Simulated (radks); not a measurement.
Neutral manganese: order these configurations by energy. Method: non-relativistic Kohn-Sham, PBE, spin-polarised, spherical densities, point nucleus; computed with a radial shooting solver on a logarithmic mesh with Libxc functionals. Open shells are filled with parallel spins first. [Ar] 3d4 4s2 4p1; [Ar] 3d5 4s1 4p1; [Ar] 3d5 4s2; [Ar] 3d6 4s1.

Answer. From the lowest, in eV above it: [Ar] 3d5 4s2 0.000; [Ar] 3d6 4s1 1.125; [Ar] 3d5 4s1 4p1 2.159; [Ar] 3d4 4s2 4p1 9.219.
